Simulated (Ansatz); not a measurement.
`[CH3][SnH]([NH2])[F]` + CH₃OH → `C[O][SnH]([NH2])[F]` + CH₄ at 298.15 K and 1 bar (ligand exchange at the Sn–C bond).

Computed with Ansatz on PBE0-D4/def2-TZVP structures; ΔE is electronic, products minus reactants. CBS: MP2 limit from def2 TZ/QZ plus the TZ coupled-cluster correction, frozen cores. This one scheme is used for every species. def2 core potentials past Kr. For Sn outer-core shells are correlated without core-valence functions, which leaves a few kJ/mol of doubt a bond. Each species was taken in one conformer, which may not be the lowest.

```csv
species,CCSD(T)/CBS energy (Eh),H − E (kJ/mol),S (J/(mol·K))
`[CH3][SnH]([NH2])[F]`,-410.22990,205.9,363.6
CH₃OH,-115.61712,146.3,238.2
`C[O][SnH]([NH2])[F]`,-485.40098,223.6,393.6
CH₄,-40.46206,127.4,186.2
```

H − E and S are ideal-gas, rigid-rotor, harmonic terms from PBE0-D4/def2-TZVP, for one conformer and one mirror image of each species. 1 Eh = 2625.50 kJ/mol, R = 8.31446 J/(mol·K).

Question: By hand: ΔE, ΔH, ΔS and ΔG.

Answer: ΔE = (-485.40098) + (-40.46206) − (-410.22990) − (-115.61712) = -0.01602 Eh = -42.1 kJ/mol. Δ(H − E) = 223.6 + 127.4 − 205.9 − 146.3 = -1.2, so ΔH = -43.3 kJ/mol. ΔS = 393.6 + 186.2 − 363.6 − 238.2 = -22.0 J/(mol·K). ΔG = -43.3 − 298.15 × (-22.0)/1000 = -36.7 kJ/mol.

Question: By hand: the equilibrium constant, and the temperature at which ΔG would vanish if ΔH and ΔS stayed fixed.

Answer: log₁₀ K = −ΔG/(RT ln 10) = 6.4. ΔG = 0 at ΔH/ΔS = 1968 K.

ΔH outweighs TΔS. A doubt of 5 kJ/mol in ΔE shifts log₁₀ K by 0.9 here. Other conformers and mirror images would add mixing entropy, several J/(mol·K) or more a flexible species. Modes under 60 cm⁻¹, often nearly free rotors, make the harmonic entropy too high. These are equilibria of isolated gas molecules and say nothing of rates. Largest T1 diagnostic: 0.014 (customary marks: 0.02 for closed shells, 0.045 for open ones).
